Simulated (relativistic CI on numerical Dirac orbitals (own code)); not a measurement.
**What each ingredient does to the levels of Eu⁶⁺**

Base calculation: Dirac-Coulomb-Breit CI, orbitals from a KLI potential per configuration, model QED, unscaled Slater integrals.

CI space (outside the closed core [Kr] 4d10): 4f⁵5s²5p⁴, 4f⁴5s5p⁶, 4f³5s²5p⁵6s. The list is cut by size and lacks configurations that can hold low levels.

Variants: (1) P86 correlation estimate. Shifts of the energy above 4f⁵5s²5p⁴ ⁸G°1/2, in cm⁻¹, for the lowest level and the first level of each name with at least 55 % of one term (blank where a level changes its place among those of its configuration and J or its character, or is not in the variant):

| Level | Base | Δ(1) |
| --- | --- | --- |
| 4f⁵5s²5p⁴ ⁸G°1/2 | 0.0 | 0.0 |
| 4f⁵5s²5p⁴ ⁸G°3/2 | 809.7 | 0.0 |
| 4f⁵5s²5p⁴ ⁸G°5/2 | 2083.8 | 0.0 |
| 4f⁵5s²5p⁴ ⁸G°7/2 | 3718.8 | 0.0 |
| 4f⁵5s²5p⁴ ⁸G°9/2 | 5582.5 | 0.0 |
| 4f⁵5s²5p⁴ ⁸G°11/2 | 7556.8 | 0.0 |
| 4f⁵5s²5p⁴ ⁸I°19/2 | 12803.4 | 0.0 |
| 4f⁵5s²5p⁴ ⁸I°17/2 | 12848.5 | 0.0 |
| 4f⁵5s²5p⁴ ⁸D°3/2 | 14370.1 | 0.0 |
| 4f⁵5s²5p⁴ ⁸D°5/2 | 14975.9 | 0.0 |
| 4f⁵5s²5p⁴ ⁶F°1/2 | 30481.2 | 0.0 |
| 4f⁵5s²5p⁴ ⁶F°3/2 | 32361.9 | 0.0 |
| 4f⁵5s²5p⁴ ⁶D°1/2 | 35112.1 | 0.0 |
| 4f⁵5s²5p⁴ ⁶H°7/2 | 37613.9 | 0.0 |

At this charge configurations can still be misplaced by up to about 7 % of their energy. Terms inside the open d or f shell come out 10 to 20 % too wide with unscaled integrals. Levels and lines within the n = 5 or 6 shells can be off by up to 10 % or somewhat more, and those that change n by about 2 %, since core polarisation is missing.

LS names give the leading component of a level, which can be under half, so a name can repeat, a term be missing and a line seem to break the LS rules.
